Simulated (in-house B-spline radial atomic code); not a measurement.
A fraction x of an electron is removed from 3p in V5+, starting from [Ne] 3s2 3p6 and keeping the highest spin. Computed with an all-electron radial atomic-structure program (B-spline basis): scalar-relativistic (X2C) BHandHLYP, spin-polarised, spherical fractional occupations, Fermi nucleus of rms radius 3.6002 fm.

Caution: exact exchange at fractional occupations of open shells leaves self-interaction of up to several eV.

| x | E(x) - E(0) (eV) | 3p down level (eV) |
| --- | --- | --- |
| 0 | 0.0000 | -123.428 |
| 0.07 | 8.6832 | -124.663 |
| 0.23 | 28.8556 | -127.495 |
| 0.29 | 36.5373 | -128.561 |
| 0.43 | 54.7103 | -131.055 |
| 0.5 | 63.9280 | -132.306 |
| 0.66 | 85.3264 | -135.176 |
| 0.77 | 100.3046 | -137.156 |
| 0.89 | 116.8934 | -139.324 |
| 1 | 132.3286 | -141.318 |

The exact functional would give a straight line between the two integer points. Deviations E(x) - E(0) - x[E(1) - E(0)], in eV: -0.58 at x = 0.07, -1.58 at x = 0.23, -1.838 at x = 0.29, -2.191 at x = 0.43, -2.236 at x = 0.5, -2.01 at x = 0.66, -1.588 at x = 0.77, -0.879 at x = 0.89.

The curve lies below the straight line by up to 2.236 eV (at x = 0.5): convex, the delocalisation error, to which spherically averaged exact exchange adds.

How well does Slater's transition state (minus the level at half occupation) give the ionisation energy?

It gives 132.306 eV against 132.329 eV from the two total energies; NIST lists 128.12 eV, ground level to ground level. The end point has an open shell averaged over its orbitals, so its exact exchange keeps a self-interaction and this is no true integer point.
